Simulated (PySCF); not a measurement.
**Excitation energy of Tb²⁺ by level of theory**

Tb²⁺ [Xe] 4f9 (high-spin determinant) → Tb²⁺ [Xe] 4f8 6s1 (8F), as a difference of total energies. Computed with PySCF 2.14 in x2c-TZVPPall with one added diffuse shell each of s, p, d, f type (12s8p8d5f2g, 129 functions), with the spin-free X2C one-electron Hamiltonian (Gaussian nucleus). Correlated levels: valence: [Kr] 4d10 frozen; valence and next inner shell: [Ar] 3d10 frozen. The calculations carry no spin-orbit coupling.

```csv
method,excitation energy (cm⁻¹)
UHF,-10522
LDA,27745
PBE,27412
PBE0,19982
r2SCAN,23941
MP2 (valence),13782
SCS-MP2 (valence),13726
MP2 (valence and next inner shell),16686
SCS-MP2 (valence and next inner shell),15204
```

A first-order spin-orbit estimate (lowest level to lowest level, LS coupling) adds 0.207 eV.

The determinant of the lower state mixes LS terms, which raises its energy above the lowest term, most at the Hartree-Fock and MP2 levels.
